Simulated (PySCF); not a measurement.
Input file for PySCF: R-M06-2X/6-31G* on CH2O (SMILES C=O).

```python
from pyscf import gto, scf, dft, mp
from pyscf.data.elements import chemcore

mol = gto.M(
    atom='''
    C    -0.13199153    0.18892862    3.48338115
    O     0.76032497   -0.52531378    3.84807152
    H     0.02507181    1.26036483    3.25606427
    H    -1.16766871   -0.17898070    3.35553922
    ''',
    basis='6-31g*',
    cart=True,
    charge=0, spin=0, verbose=3, max_memory=1800)
mf = dft.RKS(mol, xc='m062x')
mf.conv_tol = 1e-8
mf.max_cycle = 100
mf.kernel()
if not mf.converged:
    mf = mf.newton().run(mf.mo_coeff, mf.mo_occ)
```

Q: Predict the final total energy.

A: -114.4460 hartree.
